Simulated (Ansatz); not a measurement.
`[NH2][Ga]([NH2])[F]`, relaxed with RKS PBE0-D4/def2-TZVP in the Gaussian-basis code of Ansatz from a GFN2-xTB geometry. The force threshold is 0.005 eV/Å; the program also tests the step.

The species carries charge 0 and has multiplicity 1.

Start:

```xyz
8

N    -0.837   -0.890    1.189
Ga    0.255   -0.295   -0.166
N     0.421    1.374   -0.919
F     1.307   -1.517   -0.853
H    -0.531   -1.763    1.611
H    -1.055   -0.231    1.928
H    -0.413    1.950   -0.950
H     0.852    1.372   -1.840
```

(1) How much energy does the relaxation release, and in how many steps? (Best estimate.)

(2) Which bonds change most? (An estimate is asked.)

(3) Give the relaxed structure. (Estimate.)

Results:

(1) Ansatz gave: 0.04 eV, in 5 steps.

(2) Computed: N1–Ga2 from 1.840 to 1.806 Å; Ga2–N3 from 1.839 to 1.806 Å; N3–H8 from 1.017 to 1.007 Å; N1–H5 from 1.016 to 1.007 Å.

(3) Ansatz gave: 
```xyz
8

N    -0.743   -0.868    1.203
Ga    0.279   -0.326   -0.184
N     0.369    1.305   -0.956
F     1.331   -1.552   -0.877
H    -0.524   -1.736    1.664
H    -1.167   -0.211    1.835
H    -0.358    1.989   -0.830
H     0.813    1.399   -1.854
```
